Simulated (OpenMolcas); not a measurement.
Pd3+ (d7) in a complex was computed by SS-CASPT2, IPEA 0.25 Eh, imaginary shift 0.1 Eh with the d shell active (OpenMolcas, ANO-RCC-VTZP on the metal). Its lowest spin-free states, and all those of the highest spin:

```
2S+1  Degeneracy  E (cm-1)
   2           1         0
   2           2      8730
   4           1     10990
   2           1     11460
   4           2     12810
   2           1     17040
   2           1     17200
   2           1     18740
   2           2     19020
   4           1     21040
   2           2     22110
   4           2     22240
   4           2     37240
   4           1     43260
   4           1     46690
```

Is the site octahedral, tetrahedral or cube-like, axial, or of lower symmetry?

The states with 2S+1 = 4 have orbital degeneracies 1, 2, 1, 2, 2, 1, 1. There are pairs but no triples, so the site is axial: not cubic, but with a proper or improper axis of order three or more. The run had Pd3+ with 5 ligands (fluoride) in square pyramidal coordination (C4v) at 2.07 Å, the axial distance 2.360 Å. A charge of +0.4 e stands 2.4 Å behind each ligand. Ligand basis ANO-RCC-VDZP.

Over all roots computed the reference weight is 0.66 to 0.72; the roots of lowest weight are the least certain, and an intruder state may touch them. This shell can be high or low spin here, a state of another spin lies low, and with metal d orbitals alone active their balance is uncertain, so the ground spin may be wrong, although the usual error favours high spin. The least metal-like active orbital is 75 % on the metal (Löwdin) and no ligand orbital is active, so the numbers are rough. Ligand-to-metal charge-transfer states are missing. With no ligand orbital active B as a rule stays too high, so bands that hang on it stand too high and its fall with covalency is understated. The distance lies 3 % over the 2 Å that this model takes as the normal distance (a Shannon-type radius plus a fixed donor radius); by an R⁻⁵ law this alone changes a d-shell field by about -16 %. No measured value stands beside these numbers; the geometry was imposed, not optimised, and the real ion may take another.
